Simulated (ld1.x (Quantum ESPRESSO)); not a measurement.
# phosphorus, TM: configuration errors across variants

| Property | Result |
| --- | --- |
| Element | P |
| Generator | ld1.x (Quantum ESPRESSO) 7.5 |
| Type | norm-conserving Troullier–Martins (Kleinman–Bylander form) |
| Functional | LDA (PZ) |
| Relativity | scalar-relativistic |
| Frozen core | [Ne] |
| Valence charge | 5 |
| Reference configuration | 3s2 3p3 |
| Partial waves | 3s (bound): rc 1.25 bohr; 3p (bound): rc 1.55 bohr |
| Local potential | all-electron potential smoothed inside 0.95 bohr (lloc = -1) |
| Core correction | a·sin(br)/r model core inside 1.10 bohr |

All-electron excitation energies from the reference (eV): (1) 3s2 3p2 9.821; (2) 3s2 3p1 29.070; (3) 3s2 3p0 58.965; (4) 3s1 3p0 111.154; (5) 3s1 3p3 18.893; (6) 3s2 3p2.5 3.821; (7) 3s2 3p3.3 -1.336; (8) 3s2 3p3 spin -1.510; (9) 3s2 3p2 spin 8.978.

Spin tests fill each open shell by Hund’s rule, majority spin first.

Tests that are not counted but printed errors over 1 eV. “all radii but the core radius scaled by about 0.93 (s 1.16, p 1.44 bohr); local potential all-electron potential smoothed inside 0.88 bohr (lloc = -1)”: 3s2 3p0 (solver errors, printed error +8.6 eV); 3s1 3p0 (solver errors, printed error -6.1 eV).

4 further variants failed, have other tests or another functional or relativity, and are left out.

A true bound ghost makes a file unfit for plane-wave use even where its test errors are small: the radial tests pick states by their node count and pass the ghost by. Where a test does run into it, the solver fails or the error is huge.

Errors AE − PS in meV (a dash: test not solved or not reliable):

| change | (1) | (2) | (3) | (4) | (5) | (6) | (7) | (8) | (9) | bound ghosts |
| --- | --- | --- | --- | --- | --- | --- | --- | --- | --- | --- |
| base | +13 | +109 | +472 | +1382 | +23 | +2.0 | +0.5 | +32 | +36 | s |
| local potential all-electron potential smoothed inside 1.34 bohr (lloc = -1) | +4.7 | +34 | +120 | +255 | +7.5 | +0.7 | +0.3 | +26 | +21 | none |
| local potential the s channel | +3.9 | +27 | +89 | +194 | +6.1 | +0.6 | +0.2 | +26 | +20 | none |
| wave 3p (bound): rc 1.55 bohr becomes 3p (bound): rc 1.62 bohr | +13 | +109 | +472 | +1383 | +22 | +2.0 | +0.5 | +33 | +37 | s |
| wave 3s (bound): rc 1.25 bohr becomes 3s (bound): rc 1.80 bohr | +13 | +105 | +460 | +1335 | +20 | +2.0 | +0.4 | +32 | +35 | s |
| all radii but the core radius scaled by about 0.93 (s 1.16, p 1.44 bohr); local potential all-electron potential smoothed inside 0.88 bohr (lloc = -1) | -16 | -86 | – | – | -15 | -3.5 | -0.6 | +14 | -6.4 | s |
| type RRKJ; local potential the s channel; rho0 0.005 | +3.9 | +29 | +99 | +217 | +4.2 | +0.6 | +0.2 | +31 | +24 | none |

Question: Give the same row for: core correction a·sin(br)/r model core inside 0.92 bohr.

Answer: +12, +100, +417, +1192, +22, +1.9, +0.4, +23, +29; bound ghosts: s.
